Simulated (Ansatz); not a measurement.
A nudged elastic band was laid between two geometries of C2H8BrNSi (13 atoms, charge 0, multiplicity 1).

Computed with RKS PBE0/def2-SVP (Ansatz).

```json
{
 "movable images": "5",
 "climbing image": "yes",
 "spring": "5.0 eV/Å²",
 "optimiser": "quadratic models (default)",
 "start path": "through a guess of the saddle point",
 "force threshold": "0.05 eV/Å",
 "iteration limit": "60",
 "end points": "relaxed"
}
```

Initial state:

```xyz
13
Properties=species:S:1:pos:R:3
C -1.396 0.192 -0.573
C -0.084 -0.430 -0.105
N -0.200 -0.865 1.276
Si 1.293 0.863 -0.215
Br 3.187 -0.042 0.576
H -2.211 -0.551 -0.532
H -1.335 0.550 -1.613
H -1.688 1.032 0.076
H 0.185 -1.242 -0.818
H 0.665 -1.296 1.598
H -0.933 -1.568 1.370
H 1.547 1.255 -1.633
H 0.990 2.067 0.608
```

Final state:

```xyz
13
Properties=species:S:1:pos:R:3
C -1.432 0.108 -0.643
C -0.107 -0.489 -0.183
N -0.271 -1.152 1.105
Si 1.264 0.831 -0.172
Br 3.152 -0.134 0.561
H -2.211 -0.671 -0.638
H -1.364 0.527 -1.659
H -1.768 0.914 0.031
H 0.197 -1.258 -0.917
H 0.606 -1.574 1.409
H -0.532 -0.479 1.825
H 1.561 1.432 -1.507
H 0.925 1.911 0.804
```

(1) Which bonds break or form, and what moves?

(2) What energy profile does the band end with?

(3) What is the geometry of the highest image?

(4) What are the harmonic wavenumbers there?

Results:

(1) No bond is made or broken. The height of N3 over the plane of its neighbours goes from -0.38 to 0.38 Å.

(2) It converged. The highest image is number 2 of 0 to 6, 4.7 kcal/mol above the first end and 4.6 kcal/mol above the last; the last end lies 0.1 kcal/mol above the first. A vibrational analysis at the climbing image gives one clearly imaginary mode, 628i cm⁻¹: a first-order saddle point.

```csv
image,path coordinate (Å),energy (kcal/mol),height of N3 over the plane of its neighbours (Å)
0,0.00,0.0,-0.38
1,0.38,0.8,-0.32
2,0.76,4.7,0.03
3,1.03,2.4,0.29
4,1.30,1.0,0.36
5,1.57,0.3,0.38
6,1.84,0.1,0.38
```

(3) 
```xyz
13
Properties=species:S:1:pos:R:3
C -1.393 0.142 -0.581
C -0.059 -0.483 -0.188
N -0.142 -1.055 1.123
Si 1.288 0.855 -0.219
Br 3.185 -0.025 0.595
H -2.191 -0.620 -0.545
H -1.370 0.546 -1.605
H -1.677 0.954 0.109
H 0.196 -1.237 -0.966
H 0.686 -1.371 1.604
H -1.018 -1.083 1.618
H 1.598 1.347 -1.597
H 0.917 1.997 0.666
```

(4) 628i, 70, 107, 200, 234, 250, 294, 402, 444, 563, 644, 731, 827, 932, 936, 973, 1006, 1175, 1230, 1281, 1341, 1387, 1454, 1479, 1588, 2224, 2245, 2947, 3039, 3124, 3153, 3663, 3797 cm⁻¹.

Time of the run: 3.7 min on 2 threads of Intel(R) Xeon(R) Platinum 8488C (Sapphire Rapids), with other jobs on the host, peak memory 0.4 GiB.
